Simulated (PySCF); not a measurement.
PySCF 2.14 output of an unrestricted MN15 calculation on a single atom or ion in aug-cc-pwCVDZ-PP with ECP60MDF (6s5p4d1f, 48 functions), with a scalar-relativistic core potential:

```
SCF conv_tol = 1e-09
number electrons alpha = 13  beta = 10
    H. S. Yu, X. He, S. L. Li, and D. G. Truhlar.,  Chem. Sci. 7, 5032-5051 (2016)
    H. S. Yu, X. He, S. L. Li, and D. G. Truhlar.,  Chem. Sci. 7, 5032-5051 (2016)
cycle= 1 E= -213.81083895416  delta_E= -0.0238  |g|= 0.106  |ddm|= 0.947
cycle= 2 E= -213.812059587509  delta_E= -0.00122  |g|= 0.068  |ddm|= 0.337
cycle= 3 E= -213.813056418073  delta_E= -0.000997  |g|= 0.00488  |ddm|= 0.13
cycle= 4 E= -213.813075359775  delta_E= -1.89e-05  |g|= 0.000964  |ddm|= 0.0192
cycle= 5 E= -213.813078074483  delta_E= -2.71e-06  |g|= 0.000148  |ddm|= 0.00742
cycle= 6 E= -213.813078190681  delta_E= -1.16e-07  |g|= 1.11e-05  |ddm|= 0.00164
cycle= 7 E= -213.813078191037  delta_E= -3.56e-10  |g|= 1.5e-06  |ddm|= 0.000114
converged SCF energy = -213.813078191037  <S^2> = 3.7575909  2S+1 = 4.0037937
```

The run itself started from symmetry-adapted Hartree-Fock orbitals and held the occupation by maximum overlap, on a logarithmic radial grid, so the iterations belong to that start.

Question: Which element, charge and spin multiplicity is this?

Answer: Bi (bismuth, neutral), multiplicity 4; the state was [Xe] 4f14 5d10 6s1 6p4, high-spin 4P determinant (an excited configuration).

Energies and moments cover only the electrons outside the core potential. Spin-orbit coupling is strong in this species (close to jj coupling), so the high-spin LS determinant is a model state, not a physical level.
